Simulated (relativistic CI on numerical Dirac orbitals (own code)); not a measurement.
Calculated at this level of theory: Dirac-Coulomb-Breit CI, KLI orbitals optimised for each configuration, model QED, unscaled Slater integrals (own radial code, finite nucleus).

CI space (outside the closed core [Ar] 3d10): 4s2 4p6 4d7, 4s2 4p6 4d6 4f, 4s2 4p5 4d8, 4s 4p6 4d8, 4s2 4p5 4d7 4f, 4s 4p6 4d7 4f, 4s2 4p6 4d6 5s, 4s2 4p6 4d5 4f 5s, 4s2 4p6 4d6 5p, 4s2 4p5 4d7 5s, 4s2 4p6 4d6 5f, 4p6 4d8 4f, 4s2 4p6 4d5 5s 5p, 4s2 4p6 4d6 6s, 4s 4p6 4d7 5s, 4p6 4d9, 4p5 4d10, 4p5 4d9 4f, 4s2 4p6 4d5 5s2, 4s2 4p6 4d4 4f 5s2, 4s2 4p5 4d5 4f 5s2, 4s 4p6 4d5 4f 5s2, 4p6 4d8 5s, 4p5 4d9 5s, 4p5 4d8 4f 5s, 4p6 4d7 5s2, 4p6 4d6 4f 5s2, 4p5 4d8 5s2, 4p5 4d7 4f 5s2. Double excitations out of closed p, d and f shells are left out; levels of such configurations are missing from the list, as are those of other unlisted configurations, and high levels can miss mixing partners.

At this charge energies of transitions that change n are usually good to better than 1 %, and those within a shell (Δn = 0) to a few per cent. Terms inside the open d or f shell come out 10 to 20 % too wide with unscaled integrals.

Outline of the computed level scheme of Pb XL. Lowest level of each configuration: 4s2 4p6 4d7 4F_9/2 at 0.000 eV; 4s2 4p5 4d8 4G°_11/2 at 226.611 eV; 4s2 4p6 4d6 4f 4G°_9/2 at 232.832 eV.

Some strong electric-dipole decays among the lowest 45 levels: 4s2 4p6 4d6 4f 2G°_9/2 → 4s2 4p6 4d7 4F_9/2 (1.1e+11 s⁻¹); 4s2 4p6 4d6 4f 4F°_7/2 → 4s2 4p6 4d7 4F_9/2 (8.9e+10 s⁻¹); 4s2 4p5 4d8 2D°_5/2 → 4s2 4p6 4d7 2D_5/2 (5.9e+10 s⁻¹); 4s2 4p6 4d6 4f 2G°_7/2 → 4s2 4p6 4d7 4F_9/2 (5.2e+10 s⁻¹); 4s2 4p5 4d8 2P°_1/2 → 4s2 4p6 4d7 2P_3/2 (5.2e+10 s⁻¹); 4s2 4p5 4d8 2P°_3/2 → 4s2 4p6 4d7 2P_3/2 (3.9e+10 s⁻¹); 4s2 4p5 4d8 4F°_9/2 → 4s2 4p6 4d7 4F_9/2 (3.3e+10 s⁻¹); 4s2 4p6 4d6 4f 2D°_3/2 → 4s2 4p6 4d7 2D_5/2 (2.8e+10 s⁻¹).

LS names give the leading component of a level, which can be under half, so a name can repeat, a term be missing and a line seem to break the LS rules.
